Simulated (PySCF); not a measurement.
These are PBE0-D4/def2-TZVP run with PySCF 2.14.0 values and carry that method's errors. All species are isolated molecules in the gas phase. One relaxed conformer stands for a flexible species; it need not be the lowest. Excitations are Tamm–Dancoff values on a coarser integration grid. The basis has no diffuse functions, so Rydberg states are missing or too high.

Reference species (SMILES): `O=C[OH2+]` (not the most basic site; O–C–O–H torsion 12°) (charge +1, multiplicity 1).

```yaml
brightest of the four lowest singlets (TDA): 10.06 eV
S1–T1 gap (TDA): 0.75 eV
S1 excitation (TDA): 6.65 eV
S1 oscillator strength: 0.002
```

Changed species: `[H]/[O+]=C\O` (H–O–C–O torsion 0°) (proton added at O1; the reference has proton added at O3).

**Question.** What does the change do to the brightest of the four lowest singlets (TDA), S1–T1 gap (TDA), S1 excitation (TDA) and S1 oscillator strength?

**Answer.** the brightest of the four lowest singlets (TDA) falls by 0.47 eV, to 9.59 eV; the S1–T1 gap (TDA) increases by 0.81 eV, to 1.56 eV; the S1 excitation (TDA) increases by 1.54 eV, to 8.19 eV; the S1 oscillator strength stays essentially unchanged.
